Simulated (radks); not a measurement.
Results of a calculation; reference values are marked as such.
Valence configurations of Ga IV (all share [Ar]). Level of theory: scalar-relativistic Kohn-Sham, PBEsol, spin-polarised, spherical densities, point nucleus; open shells are filled with parallel spins first (a radial shooting solver on a logarithmic mesh with Libxc functionals). Energies are relative to 3d10; eigenvalues in eV for spin up.

| valence | E (eV) | moment (Bohr magnetons) | e(3d) | e(4p) | e(4s) |
|---|---|---|---|---|---|
| 3d10 | 0.000 | 0 | -52.458 | - | - |
| 3d9 4s1 | 17.997 | 2 | -61.843 | - | -40.252 |
| 3d9.5 4s0.5 | 8.513 | 1 | -57.072 | - | -38.349 |
| 3d9 4p1 | 28.028 | 2 | -63.246 | -31.006 | - |
| 3d8.5 4p1.5 | 44.157 | 3 | -68.831 | -32.750 | - |
| 3d9.5 4p0.5 | 13.356 | 1 | -57.790 | -29.078 | - |
| 3d8 4s2 | 42.526 | 2 | -71.816 | - | -42.554 |
| 3d8.5 4s0.5 4p1 | 38.961 | 3 | -68.152 | -32.396 | -42.784 |
| 3d8 4s1 4p1 | 51.113 | 4 | -73.223 | -33.704 | -44.435 |
| 3d8 4p2 | 61.860 | 4 | -74.548 | -34.371 | - |

NIST lists [Ar] 3d10 as the ground configuration; this level of theory agrees among the configurations tried. The energies are those of spherical high-spin densities, not of single terms.
